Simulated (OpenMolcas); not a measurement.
# Mo IV: effect of correlating more closed shells

- Program: OpenMolcas 26.06
- Basis: ANO-R2 [7s5p4d2f1g]
- Scalar Hamiltonian: X2C, finite nucleus
- Active space: 3 electrons in 5 orbitals (4d)
- State averaging: 2S+1 = 4 even, 10 roots; 2S+1 = 2 even, 40 roots
- Spin-orbit coupling: state interaction with AMFI integrals over the reference wave functions, term energies averaged over their components

Methods on the same reference wave functions:
A. CASSCF
B. MS-CASPT2, IPEA 0.25 Eh, imaginary shift 0.1 Eh (closed shells correlated: none)
C. MS-CASPT2, IPEA 0.25 Eh, imaginary shift 0.1 Eh (closed shells correlated: 4s 4p)

Energies in cm⁻¹ above 4d³ ⁴F_3/2, the measured ground level; measured values from Sugar and Musgrove, J. Phys. Chem. Ref. Data 17, 155 (1988).

| Level | A | B | C | Measured |
| --- | --- | --- | --- | --- |
| 4d³ ⁴F_3/2 | 0.0 | 0.0 | 0.0 | 0.0 |
| 4d³ ⁴F_5/2 | 755 | 777 | 776 | 778 |
| 4d³ ⁴F_7/2 | 1727 | 1758 | 1754 | 1760 |
| 4d³ ⁴F_9/2 | 2854 | 2870 | 2860 | 2865 |
| 4d³ ⁴P_1/2 | 13075 | 11220 | 10630 | 10338 |
| 4d³ ⁴P_3/2 | 13167 | 11090 | 10580 | 10331 |
| 4d³ ²G_7/2 | 14174 | 12620 | 11780 | 11580 |
| 4d³ ⁴P_5/2 | 14268 | 12540 | 11900 | 11612 |
| 4d³ ²G_9/2 | 14896 | 13410 | 12530 | 12311 |
| 4d³ ²P_1/2 | 18456 | 14400 | 14340 | 14348 |
| 4d³ ²H_9/2 | 18802 | 17680 | 16430 | 15995 |
| 4d³ ²H_11/2 | 19192 | 18120 | 16830 | 16357 |
| 4d³ ²D_5/2(1) | 20955 | 17390 | 17180 | 16809 |
| 4d³ ²D_3/2(1) [56 %] | 21209 | 17320 | 17260 | 17107 |
| 4d³ ²F_7/2 | 30699 | 27000 | 25390 | 24787 |
| 4d³ ²F_5/2 | 31047 | 27320 | 25710 | 25100 |
| 4d³ ²D_5/2(2) | 47689 | 40370 | 40080 | 38922 |
| 4d³ ²D_3/2(2) | 48091 | 40880 | 40500 | 39231 |

Deviations, from unrounded energies. A percentage is the sum of absolute deviations over the sum of measured energies, with the sign that they share, or ± where signs differ.

```json
{"Against measurement": "mean absolute deviation (cm-1)", "Levels": "17", "A": "3600", "B": "970", "C": "370"}
{"Against measurement": "fine structure of the ground term (%)", "Levels": "3", "A": "-1.2", "B": "±0.2", "C": "-0.2"}
{"Against measurement": "other terms of the ground configuration (%)", "Levels": "14", "A": "+23.0", "B": "+6.2", "C": "±2.4"}
```

C lies closest to measurement on these levels and A furthest from it. The largest miss of C in the table is 4d³ ²D_3/2(2), by +1300 cm-1. The ranking rests on the paired levels alone, and a cruder setting can come out closer through cancelling errors.

Between B and C the level of the table that moves most is 4d³ ²F_7/2, by 1600 cm-1 (lowest in C, highest in B). Moves below CASPT2's spread within the term are not significant.

The mean deviations of B to C differ by less than CASPT2's widest spread within a term (750 cm-1), so their order carries little weight.

From A to B the spin-free energies of the other terms of 4d³ shown, above ⁴F, scale by factors of 0.75 to 0.93, as is usual when dynamic correlation screens the repulsion within a d or f shell.

The lowest spin-free term lies below A's lowest term by 0.018 hartree in B, 0.279 hartree in C.

What an inner shell adds also hangs on whether the basis holds functions to correlate it.

Term energies are means over components that CASPT2 splits; among the terms shown or strongly mixed into the levels shown the widest spread is 750 cm-1 (4d³ ⁴F, C). Without dynamic correlation excited terms often stand tens of per cent too high (terms of higher spin than the ground term too low), and those without a measured partner can miss by more than the paired ones (holds for A). The CASPT2 spread within a term exceeds the gap to the next term for 4d³ ²H and 4d³ ²D(1), so the order of their levels is uncertain (holds for C). Computed and measured levels are paired by configuration, term and J; levels that our copy of the source lacks, or whose pairing is in doubt (as where it misses far off the trend of its configuration), stay unpaired and out of the deviations. Levels of configurations outside the active space are missing. The table leaves out levels that lie high or whose names do not pair safely across all columns.

A share in square brackets marks a mixed level and gives the weight of the term that names it, the lowest over the columns. A number in round brackets counts repeated terms of one configuration in the order of the reference energies.
